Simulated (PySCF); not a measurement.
# How methods differ on the ionisation energy of Mn²⁺

Mn²⁺ [Ar] 3d5 (6S) → Mn³⁺ [Ar] 3d4 (5D), as a difference of total energies. Computed with PySCF 2.14 in x2c-QZVPPall with one added diffuse shell each of s, p, d, f, g type (12s8p6d5f3g, 128 functions), with the spin-free X2C one-electron Hamiltonian (Gaussian nucleus). Correlated levels: valence: [Ar] frozen; valence and next inner shell: [Ne] frozen. The calculations carry no spin-orbit coupling.

```
                                method  ionisation energy (eV)  plus first-order spin-orbit estimate  error of that sum (eV)
                                   UHF                  32.362                                32.283                  -1.385
                                   LDA                  34.477                                34.399                  +0.731
                                   PBE                  34.080                                34.002                  +0.334
                                  PBE0                  33.895                                33.817                  +0.149
                                r2SCAN                  33.912                                33.834                  +0.166
                                  BLYP                  33.855                                33.777                  +0.109
                               r2SCANh                  33.865                                33.786                  +0.118
                                B2PLYP                  33.533                                33.455                  -0.213
                         MP2 (valence)                  33.221                                33.143                  -0.525
                     SCS-MP2 (valence)                  32.648                                32.570                  -1.098
    MP2 (valence and next inner shell)                  33.821                                33.743                  +0.075
SCS-MP2 (valence and next inner shell)                  33.280                                33.201                  -0.467
```

Reference: 33.668 ± 0.012 eV (measured; NIST Atomic Spectra Database, ionization energies).

A first-order spin-orbit estimate (lowest level to lowest level, LS coupling) adds -0.078 eV.

Errors of the correlated levels include the incompleteness of this basis and the frozen core.
